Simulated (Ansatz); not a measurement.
The cluster Fe₃S₂. The state is a singlet with charge 0. Geometry B3LYP-D4/def2-SVP.

```
atom    x (Å)    y (Å)    z (Å)
 Fe1   0.2461   0.6253   1.0811
 Fe2   1.3279  -0.3848  -0.6068
 Fe3  -1.5010  -0.0548  -0.1535
  S4  -0.0709  -1.5749   0.7040
  S5  -0.0021   1.3892  -1.0248
```

The restricted singlet is unstable towards broken spin symmetry in Hartree–Fock (as tested in another run); at PBE-D4/def2-SVP, PBE-D4/def2-TZVP, r2SCAN-D4/def2-TZVP, B97M-V/def2-TZVP and others this wasn't settled. At PBE-D4/def2-SVP, PBE-D4/def2-TZVP an occupied level lies above an empty one. Another isomer (singlet) lies 1.58 eV lower at PBE-D4/def2-SVP; other spin states weren't run for this one.

Problem. Estimate the orbital energies around the gap (eV) in Ansatz with PBE-D4/def2-SVP, PBE-D4/def2-TZVP, r2SCAN-D4/def2-TZVP, B97M-V/def2-TZVP, PBE0-D4/def2-TZVP.

Solution. 
| orbital | PBE-D4/def2-SVP | PBE-D4/def2-TZVP | r2SCAN-D4/def2-TZVP | B97M-V/def2-TZVP | PBE0-D4/def2-TZVP |
| --- | --- | --- | --- | --- | --- |
| HOMO−9 | -5.19 | -5.85 | -5.73 | -5.62 | -6.85 |
| HOMO−8 | -5.03 | -5.61 | -5.66 | -5.38 | -6.70 |
| HOMO−7 | -4.62 | -5.32 | -5.24 | -5.31 | -6.65 |
| HOMO−6 | -4.10 | -4.87 | -4.92 | -5.16 | -6.22 |
| HOMO−5 | -3.86 | -4.64 | -4.79 | -4.96 | -6.08 |
| HOMO−4 | -3.69 | -4.35 | -4.51 | -4.58 | -5.85 |
| HOMO−3 | -3.44 | -4.15 | -4.21 | -4.42 | -5.57 |
| HOMO−2 | -3.36 | -4.09 | -4.06 | -4.22 | -5.49 |
| HOMO−1 | -3.15 | -3.80 | -4.02 | -4.20 | -5.47 |
| HOMO | -3.09 | -3.77 | -3.85 | -4.09 | -5.36 |
| LUMO | -3.19 | -3.86 | -3.72 | -3.41 | -2.07 |
| LUMO+1 | -3.17 | -3.83 | -3.59 | -3.36 | -2.03 |
| LUMO+2 | -3.04 | -3.62 | -3.36 | -2.99 | -1.97 |
| LUMO+3 | -2.82 | -3.43 | -3.00 | -2.88 | -1.97 |
| LUMO+4 | -2.22 | -2.86 | -2.66 | -2.52 | -1.70 |
| LUMO+5 | -2.18 | -2.54 | -2.28 | -2.30 | -0.95 |
